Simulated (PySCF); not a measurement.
## Excitation energy of V by level of theory

V [Ar] 3d3 4s2 (4F) → V [Ar] 3d4 4s1 (6D), as a difference of total energies. Computed with PySCF 2.14 in aug-cc-pwCVTZ-DK (10s9p7d4f3g, 127 functions), with scalar relativity by spin-free X2C-1e. Correlated levels: valence: [Ar] frozen; valence and next inner shell: [Ne] frozen; nothing frozen. The calculations carry no spin-orbit coupling.

```csv
method,excitation energy (cm⁻¹)
UHF,3241.6
LDA,-6354.3
PBE,-5438.4
PBE0,-3233.8
r2SCAN,-4713.3
B97-3,2242.2
BP86,-4720.0
M06-2X,5182.5
MP2 (valence),3068.9
SCS-MP2 (valence),9707.6
MP2 (valence and next inner shell),-1014.4
SCS-MP2 (valence and next inner shell),5344.8
MP2 (all electrons),-1121.1
SCS-MP2 (all electrons),5276.2
```

Errors of the correlated levels include the incompleteness of this basis and the frozen core.

Which method comes closest to the reference value, and which is furthest?

The reference is 1977.3 cm⁻¹ (measured; NIST levels, between the centres of gravity of the two terms). Closest: B97-3 (error 264.92 cm⁻¹); furthest: LDA (error -8331.6 cm⁻¹).
